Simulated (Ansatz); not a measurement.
Ga₁₂N₁₂, 24 atoms. Hardware: 4 threads of AMD EPYC 7R13 on a shared host and a share (37 GiB) of an NVIDIA H100 80GB HBM3.

Correlated methods freeze 120 core orbitals; core or outer-core shells of Ga are correlated, in sets that lack core-valence functions. Single mean-field runs in def2-SVP, def2-TZVP are fitted with def2-universal-jkfit.

Q: How many basis functions does each of these Ansatz runs have, and roughly what does it cost? PBE0-D4/def2-TZVP, charge 0 singlet, energy, from earlier orbitals; PBE-D4/def2-SVP, charge 0 singlet, energy, from earlier orbitals; r2SCAN-D4/def2-TZVP, charge 0 singlet, energy, from earlier orbitals; MP2/def2-SVP, charge 0 singlet, energy, from earlier orbitals; PBE-D4/def2-TZVP, charge 0 singlet, energy and forces, from earlier orbitals; PBE-D4/def2-SVP, charge 0 singlet, relaxation, 9 steps; PBE0-D4/def2-SVP, charge 0 singlet, energy, from earlier orbitals; r2SCAN0-D4/def2-TZVP, charge 0 singlet, energy, from earlier orbitals.

A: Other jobs shared the machine, so times can vary by a factor of up to 3.

```tsv
run	functions	fitting or Cholesky vectors	wall time	peak host memory (GiB)
MP2/def2-SVP, charge 0 singlet, energy, from earlier orbitals	552	5508	18 s	1.5
r2SCAN-D4/def2-TZVP, charge 0 singlet, energy, from earlier orbitals	948	4116	20 s	1.3
r2SCAN0-D4/def2-TZVP, charge 0 singlet, energy, from earlier orbitals	948	4116	24 s	1.3
PBE0-D4/def2-TZVP, charge 0 singlet, energy, from earlier orbitals	948	4116	31 s	1.3
PBE0-D4/def2-SVP, charge 0 singlet, energy, from earlier orbitals	552	4116	33 s	1.2
PBE-D4/def2-TZVP, charge 0 singlet, energy and forces, from earlier orbitals	948	4116	36 s	1.4
PBE-D4/def2-SVP, charge 0 singlet, energy, from earlier orbitals	552	4116	44 s	1.1
PBE-D4/def2-SVP, charge 0 singlet, relaxation, 9 steps	552	4116	98 s	1.2
```
